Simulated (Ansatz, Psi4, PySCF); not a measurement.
C$_{6}$H$_{13}$BO$_{2}$, charge +1, doublet, at a GFN2-xTB geometry (a state made from the parent by changing its charge; the spin is typed, not shown lowest). Base run: PBE0/STO-3G (PySCF).

Here is a job for PySCF.
```python
from pyscf import gto, scf, dft

mol = gto.Mole()
mol.atom = '''
    C    -1.729693   -0.040810    0.915683
    C    -0.776269   -0.149067   -0.299526
    C    -1.170417   -1.304417   -1.180947
    O    -0.748283    1.050226   -0.976688
    B     0.215667    1.878725   -0.476858
    O     1.006555    1.199640    0.405627
    C     0.741722   -0.151883    0.375914
    C     0.927742   -0.809584    1.717522
    C     1.629176   -0.834814   -0.693432
    H    -2.716467    0.183081    0.509258
    H    -1.438098    0.775721    1.571223
    H    -1.766754   -0.976791    1.463233
    H    -2.216900   -1.191191   -1.470398
    H    -0.602594   -1.322874   -2.107743
    H    -1.073030   -2.250082   -0.654703
    H     0.343541    2.992665   -0.759599
    H     0.419992   -0.267807    2.511490
    H     1.988407   -0.799268    1.975617
    H     0.602800   -1.846202    1.694423
    H     1.483229   -0.382575   -1.671012
    H     2.661495   -0.661947   -0.387712
    H     1.436305   -1.901826   -0.732582
'''
mol.basis = 'sto-3g'
mol.charge = 1
mol.spin = 1
mol.verbose = 4
mol.build()

mf = dft.UKS(mol)
mf.xc = 'pbe0'
mf.kernel()
```

The same geometry, method and basis name were run in Ansatz (an electronic-structure program) and Psi4 and PySCF, at each program's defaults and at the settings that a row names. The base is PySCF at its defaults. Differences at the defaults can come from grids, fitting, cores and function types together.

| code and settings | ΔE vs base (mEh) | basis functions | E (Eh) | SCF cycles |
|---|---|---|---|---|
| PySCF, defaults (exact integrals, its default grid, spherical functions) | 0.000 | 58 | -405.98827 | 13 |
| Psi4, defaults (density fitting with its default set, its default grid, spherical functions) | -2.452 | 58 | -405.99072 | 10 |
| Ansatz, defaults (factorised integrals, its default grid, spherical functions) | 0.005 | 58 | -405.98826 | - |
| PySCF, density fitting with def2-universal-jkfit | -2.438 | 58 | -405.99070 | 13 |
| PySCF, fine grid | -0.006 | 58 | -405.98827 | 13 |
| Psi4, exact integrals, spherical functions, fine grid | -0.006 | 58 | -405.98827 | 14 |
| Ansatz, high accuracy | -0.005 | 58 | -405.98827 | - |

Open shells are given as the SCF converged; they aren't shown to be the lowest states, and a large step between rows can be another state.
